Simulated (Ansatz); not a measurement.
Reaction (atomization): `[F][Ge]([F])([F])[GeH3]` → 3 F• + 2 Ge• + 3 H•

Isolated molecules relaxed with PBE0-D4/def2-TZVP in Ansatz; ΔE leaves out vibrations. CBS: MP2 limit from def2 TZ/QZ plus the TZ coupled-cluster correction, frozen cores. This one scheme is used for every species, atoms too. Functionals use def2-TZVPP. No spin–orbit coupling; open shells (•) take unrestricted orbitals. Spin–orbit coupling would lower the free atoms: a little for F; clearly for Ge. For Ge outer-core shells are correlated without core-valence functions, so the limit isn't a true one: a few kJ/mol of doubt a bond, and 10 to 20 or more in all where bonds break to atoms. Scalar relativity is left out up to krypton.

CCSD(T)/CBS gives +2588.7 kJ/mol.

(1) Another level gave +2545.8 kJ/mol. Which?
A. CCSD(T)/def2-TZVPP
B. revPBE/def2-TZVPP
C. ωB97M-V/def2-TZVPP
D. CAM-B3LYP-D4/def2-TZVPP

Largest T1 diagnostic among the species: 0.013.

## Answers

(1) C. ωB97M-V 2545.8, CCSD(T)/def2-TZVPP 2533.4, revPBE 2462.7, CAM-B3LYP-D4 2569.6 kJ/mol.

From PBE to PBE0 (25 % exact exchange), in def2-TZVPP and without D4, ΔE moves by −68.2 kJ/mol: exact exchange takes away binding that semilocal exchange gives to molecules. The D4 term adds +26.1 kJ/mol with B3LYP and +13.7 kJ/mol with PBE0; it sums over pairs of atoms, weighted by their polarisabilities, and B3LYP, whose exchange is more repulsive, gets the larger term. In def2-TZVPP, CCSD(T) changes the Hartree–Fock value by +716.0 kJ/mol (the triples alone add +44.6 kJ/mol) and MP2 by +784.2 kJ/mol; breaking electron pairs costs correlation energy, which Hartree–Fock lacks.

B3LYP here is the variant with VWN-RPA as its local correlation; programs differ in this.

For atomizations the MP2-based limit and the directly extrapolated one differ by several kJ/mol either way, and by 10 to 25 for some Ge, Se and Sn compounds, so smaller differences from it don't rank the levels.
